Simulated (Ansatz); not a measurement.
Gas-phase electronic energies from Ansatz, PBE0-D4/def2-TZVP geometries. CCSD(T)/CBS adds triple-zeta CCSD(T) − MP2 to the extrapolated MP2 energy (def2 sets, frozen cores). Elements past krypton have def2 core potentials. For Br, Ga, Hf outer-core shells are correlated without core-valence functions, which leaves a few kJ/mol of doubt a bond. Scalar relativity is left out up to krypton. Each species was taken in one conformer, which may not be the lowest.

Reaction (redistribution): `C[N](C)[Hf]([NH2])([NH2])[F]` + `[F][Ga]([F])[Br]` → `[NH2][Hf]([NH2])([F])[F]` + `C[N](C)[Ga]([F])[Br]`

| species | MP2/def2-SVP energy (Eh) |
| --- | --- |
| `C[N](C)[Hf]([NH2])([NH2])[F]` | -392.96663 |
| `[F][Ga]([F])[Br]` | -4694.76913 |
| `[NH2][Hf]([NH2])([F])[F]` | -358.53098 |
| `C[N](C)[Ga]([F])[Br]` | -4729.23683 |

Question: Work out ΔE.

Answer: ΔE = (-358.53098) + (-4729.23683) − (-392.96663) − (-4694.76913) = -0.03205 Eh = -0.87 eV. CCSD(T)/CBS gives -0.97 eV.

Largest T1 diagnostic among the species: 0.015.

In def2-TZVPP, CCSD(T) changes the Hartree–Fock value by +0.07 eV (the triples alone add +0.02 eV) and MP2 by +0.08 eV. Leaving LDA and LC-ωPBE aside and taking each functional with its dispersion term where it has one, the values, not all of them listed here, spread over 0.11 eV, from CAM-B3LYP-D4 to B97M-V. LDA lies −0.06 eV from PBE without D4.
